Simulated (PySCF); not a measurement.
## Working out the ionisation energy of Sc

Sc [Ar] 3d1 4s2 (2D) → Sc+ [Ar] 3d1 4s1 (3D). All numbers are calculated (PySCF 2.14, the spin-free X2C one-electron Hamiltonian (Gaussian nucleus), in x2c-QZVPPall). Frozen: [Ar]. Energies in hartree (1 hartree = 27.21139 eV):

```
            part   Sc (lower)  Sc+ (upper)
             UHF  -763.296437  -763.098423
CCSD correlation    -0.040279    -0.004829
             (T)    -0.001163     0.000000
```

**Question.** What does Hartree-Fock give?

**Answer.** (-763.098423) − (-763.296437) = 0.198014 hartree = 5.388 eV.

**Question.** What do CCSD and CCSD(T) give?

**Answer.** The CCSD correlation energies differ by 0.035450 hartree = 0.965 eV and the triples by 0.001163 hartree = 0.032 eV, so CCSD gives 6.353 eV and CCSD(T) 6.385 eV.

Measured between the centres of the two terms (NIST): 6.562 eV, so CCSD(T) (valence) is off by -0.177 eV.

What remains against the reference includes basis incompleteness, the frozen core and higher excitations.
